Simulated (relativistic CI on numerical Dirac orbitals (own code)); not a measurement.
## Energy levels of Eu7+

Computed by Dirac-Coulomb-Breit CI, KLI orbitals optimised for each configuration, a model potential for QED, unscaled Slater integrals (own radial code, finite nucleus).

CI space (outside the closed core [Kr] 4d10): 4f⁵5s²5p³, 4f⁴5s5p⁵. The list is cut by size and lacks configurations that can hold low levels.

```tsv
No.	Configuration	Term	J	E (cm⁻¹)	%	Next component (%)	jj configuration (%)
1	4f⁵(6H°)5p³(4S°)	⁹H	1	0.0	69	28 ⁷G	4f5/2^3 4f7/2^2 5p3/2 (24)
2	4f⁵(6H°)5p³(4S°)	⁹H	2	778.3	71	23 ⁷G	4f5/2^4 4f7/2 5p3/2 (25)
3	4f⁵(6H°)5p³(4S°)	⁹H	3	1837.2	72	17 ⁷G	4f5/2^3 4f7/2^2 5p3/2 (26)
4	4f⁵(6H°)5p³(4S°)	⁹H	4	3087.3	74	12 ⁷G	4f5/2^3 4f7/2^2 5p3/2 (29)
5	4f⁵(6H°)5p³(4S°)	⁹H	5	4438.8	76	11 ⁷H	4f5/2^3 4f7/2^2 5p3/2 (29)
6	4f⁵(6H°)5p³(4S°)	⁹H	6	5790.9	77	11 ⁷H	4f5/2^3 4f7/2^2 5p3/2 (30)
7	4f⁵(6H°)5p³(4S°)	⁹H	7	7025.9	77	10 ⁷H	4f5/2^2 4f7/2^3 5p3/2 (31)
8	4f⁵(6H°)5p³(4S°)	⁹H	8	8032.2	75	15 ⁷I	4f5/2^2 4f7/2^3 5p3/2 (30)
9	4f⁵(6H°)5p³(4S°)	⁹H	9	8732.9	72	24 ⁷I	4f5/2^2 4f7/2^3 5p3/2 (27)
10	4f⁵(6F°)5p³(4S°)	⁹F	2	11175.0	74	13 ⁷D	4f5/2^3 4f7/2^2 5p3/2 (26)
11	4f⁵(6F°)5p³(4S°)	⁹F	3	11184.8	72	13 ⁷F	4f5/2^3 4f7/2^2 5p3/2 (28)
12	4f⁵(6F°)5p³(4S°)	⁹F	1	11333.0	77	16 ⁷D	4f5/2^3 4f7/2^2 5p3/2 (29)
13	4f⁵(6F°)5p³(4S°)	⁹F	4	11560.7	70	15 ⁷F	4f5/2^3 4f7/2^2 5p3/2 (30)
14	4f⁵(6F°)5p³(4S°)	⁹F	5	12488.5	71	14 ⁷F	4f5/2^3 4f7/2^2 5p3/2 (27)
15	4f⁵(6F°)5p³(4S°)	⁹F	6	13976.9	73	11 ⁷G	4f5/2^2 4f7/2^3 5p3/2 (30)
16	4f⁵(6F°)5p³(4S°)	⁹F	7	15954.3	76	20 ⁷G	4f5/2^2 4f7/2^3 5p3/2 (29)
17	4f⁵(6H°)5p³(4S°)	⁷H	2	16970.5	80	10 ⁵G	4f5/2^3 4f7/2^2 5p3/2 (31)
18	4f⁵(6H°)5p³(4S°)	⁷H	3	18874.7	68	16 ⁷G	4f5/2^3 4f7/2^2 5p3/2 (43)
19	4f⁵(6H°)5p³(4S°)	⁷H	4	21257.1	54	22 ⁷G	4f5/2^3 4f7/2^2 5p3/2 (40)
20	4f⁵(6H°)5p³(4S°)	⁷H	5	24010.7	41	20 ⁷G	4f5/2^2 4f7/2^3 5p3/2 (37)
21	4f⁵(6H°)5p³(2D°)	⁷K	4	26387.4	32	30 ⁵I	4f5/2^4 4f7/2 5p3/2 (31)
22	4f⁵(6H°)5p³(4S°)	⁷H	6	26780.7	33	15 ⁷K	4f5/2^3 4f7/2^2 5p3/2 (35)
23	4f⁵(6H°)5p³(2D°)	⁷K	5	27302.1	22	20 ⁵I	4f5/2^3 4f7/2^2 5p3/2 (36)
24	4f⁵(4G°)5p³(2P°)	⁵F	1	28084.7	44	34 ⁷G	4f5/2^4 4f7/2 5p3/2 (26)
25	4f⁵(6F°)5p³(4S°)	⁷F	0	28504.7	80	19 ⁵D	4f5/2^3 4f7/2^2 5p3/2 (45)
26	4f⁵(6H°)5p³(4S°)	⁷H	7	29266.2	36	22 ⁷I	4f5/2^2 4f7/2^3 5p3/2 (40)
27	4f⁵(6F°)5p³(4S°)	⁷F	1	29343.3	67	15 ⁵D	4f5/2^3 4f7/2^2 5p3/2 (40)
28	4f⁵(6H°)5p³(2D°)	⁷F	6	29436.5	21	16 ⁷G	4f5/2^2 4f7/2^3 5p3/2 (32)
29	4f⁵(6F°)5p³(4S°)	⁷F	2	29912.1	39	27 ⁷G	4f5/2^3 4f7/2^2 5p3/2 (43)
30	4f⁵(6F°)5p³(4S°)	⁷F	3	31509.3	42	23 ⁷G	4f5/2^2 4f7/2^3 5p3/2 (31)
31	4f⁵(4F°)5p³(4S°)	⁷F	2	31851.7	36	29 ⁵F	4f5/2^4 4f7/2 5p3/2 (36)
32	4f⁵(6H°)5p³(4S°)	⁷H	8	32056.5	52	21 ⁷I	4f5/2^2 4f7/2^3 5p3/2 (32)
33	4f⁵(6F°)5p³(4S°)	⁷F	4	32758.7	29	16 ⁷P	4f5/2^3 4f7/2^2 5p3/2 (38)
34	4f⁵(4F°)5p³(4S°)	⁷F	3	33480.4	30	17 ⁵H	4f5/2^3 4f7/2^2 5p3/2 (31)
35	4f⁵(4F°)5p³(4S°)	⁷F	4	34430.6	22	15 ⁷G	4f5/2^4 4f7/2 5p3/2 (23)
36	4f⁵(4F°)5p³(4S°)	⁷F	1	34694.0	60	15 ⁵D	4f5/2^4 4f7/2 5p3/2 (29)
37	4f⁵(4F°)5p³(4S°)	⁷F	2	34803.7	37	26 ⁷G	4f5/2^5 5p3/2 (25)
38	4f⁵(6F°)5p³(4S°)	⁷F	5	34816.8	30	19 ⁷D	4f5/2^2 4f7/2^3 5p3/2 (37)
39	4f⁵(4F°)5p³(4S°)	⁷F	0	34881.6	73	24 ⁵D	4f5/2^4 4f7/2 5p3/2 (49)
40	4f⁵(6P°)5p³(4S°)	⁹P	4	35190.2	19	15 ⁷P	4f5/2^4 4f7/2 5p3/2 (27)
41	4f⁵(6H°)5p³(4S°)	⁵H	3	35696.2	23	23 ⁷I	4f5/2^3 4f7/2^2 5p3/2 (28)
42	4f⁵(4G°)5p³(4S°)	⁷G	5	36395.4	16	15 ⁷I	4f5/2^3 4f7/2^2 5p3/2 (30)
43	4f⁵(4I°)5p³(4S°)	⁷I	3	36530.4	33	20 ⁷G	4f5/2^3 4f7/2^2 5p3/2 (37)
44	4f⁵(4I°)5p³(4S°)	⁷I	6	36671.5	20	15 ⁷H	4f5/2^3 4f7/2^2 5p3/2 (27)
45	4f⁵(4M°)5p³(4S°)	⁷M	7	36687.1	37	13 ⁵L	4f5/2^4 4f7/2 5p3/2 (37)
46	4f⁵(6P°)5p³(4S°)	⁹P	3	37197.0	24	17 ⁷I	4f5/2^3 4f7/2^2 5p3/2 (27)
47	4f⁵(4M°)5p³(4S°)	⁷M	8	37407.5	51	15 ⁵M	4f5/2^3 4f7/2^2 5p3/2 (39)
48	4f⁵(6P°)5p³(4S°)	⁹P	3	37932.7	24	12 ⁷G	4f5/2^4 4f7/2 5p3/2 (28)
49	4f⁵(4F°)5p³(4S°)	⁷F	5	38226.7	17	14 ⁷D	4f5/2^3 4f7/2^2 5p3/2 (28)
50	4f⁵(4M°)5p³(4S°)	⁷M	6	38254.9	50	20 ⁵L	4f5/2^3 4f7/2^2 5p3/2 (31)
51	4f⁵(4I°)5p³(4S°)	⁷I	4	38397.9	39	13 ⁵H	4f5/2^2 4f7/2^3 5p3/2 (31)
52	4f⁵(4M°)5p³(4S°)	⁷M	9	38398.0	43	12 ⁵M	4f5/2^3 4f7/2^2 5p3/2 (31)
53	4f⁵(4I°)5p³(4S°)	⁷I	7	38431.1	26	15 ⁷M	4f5/2^3 4f7/2^2 5p3/2 (46)
54	4f⁵(4I°)5p³(4S°)	⁷I	9	39253.6	35	21 ⁵K	4f5/2^3 4f7/2^2 5p3/2 (41)
55	4f⁵(4I°)5p³(4S°)	⁷I	4	39396.1	20	16 ⁷F	4f5/2^3 4f7/2^2 5p3/2 (35)
56	4f⁵(4M°)5p³(4S°)	⁷M	10	40021.9	64	14 ⁵M	4f5/2^2 4f7/2^3 5p3/2 (39)
57	4f⁵(4I°)5p³(4S°)	⁷I	8	40025.7	45	14 ⁵K	4f5/2^3 4f7/2^2 5p3/2 (35)
58	4f⁵(6F°)5p³(4S°)	⁷F	6	40209.4	31	19 ⁷G	4f5/2^3 4f7/2^2 5p3/2 (34)
59	4f⁵(4G°)5p³(4S°)	⁷G	4	40500.3	33	14 ⁷H	4f5/2^3 4f7/2^2 5p3/2 (43)
60	4f⁵(6H°)5p³(2D°)	⁷G	1	40747.9	49	21 ⁵F	4f5/2^3 4f7/2^2 5p3/2 (27)
61	4f⁵(4I°)5p³(4S°)	⁷I	5	40821.1	40	13 ⁵I	4f5/2^2 4f7/2^3 5p3/2 (32)
62	4f⁵(4G°)5p³(4S°)	⁷G	7	41557.8	28	21 ⁵H	4f5/2^2 4f7/2^3 5p3/2 (34)
63	4f⁵(4M°)5p³(4S°)	⁷M	11	41599.5	68	15 ⁵N	4f5/2^2 4f7/2^3 5p3/2 (45)
64	4f⁵(4L°)5p³(4S°)	⁷L	5	41652.7	29	23 ⁷K	4f5/2^3 4f7/2^2 5p3/2 (35)
65	4f⁵(4F°)5p³(4S°)	⁷F	2	41896.9	26	19 ⁷G	4f5/2^3 4f7/2^2 5p3/2 (34)
66	4f⁵(4I°)5p³(4S°)	⁷I	6	42108.9	24	18 ⁷K	4f5/2^3 4f7/2^2 5p3/2 (31)
67	4f⁵(6F°)5p³(4S°)	⁵F	3	42422.5	19	15 ⁵G	4f5/2^3 4f7/2^2 5p3/2 (32)
68	4f⁵(4G°)5p³(4S°)	⁷G	5	42486.9	33	17 ⁷H	4f5/2^3 4f7/2^2 5p3/2 (36)
69	4f⁵(6F°)5p³(4S°)	⁵F	4	42586.4	15	12 ⁵G	4f5/2^3 4f7/2^2 5p3/2 (34)
70	4f⁵(4K°)5p³(4S°)	⁷K	7	42740.7	25	21 ⁷L	4f5/2^3 4f7/2^2 5p3/2 (38)
```

Energies count from the lowest computed level. Percentages are summed over parent terms; the parents shown are those of the largest component, closed shells are left out there. Filled j subshells are mostly left out of the jj labels.

The mean weight of the leading LS term, summed over parents, in these 70 levels is 46 %, and that of the leading jj configuration (from the same eigenvectors) 33 %, so LS coupling describes them better.

At this charge configurations can still be misplaced by up to about 7 % of their energy. Terms inside the open d or f shell come out 10 to 20 % too wide with unscaled integrals. Levels and lines within the n = 5 or 6 shells can be off by up to 10 % or somewhat more, and those that change n by about 2 %, since core polarisation is missing.

LS names give the leading component of a level, which can be under half, so a name can repeat, a term be missing and a line seem to break the LS rules.
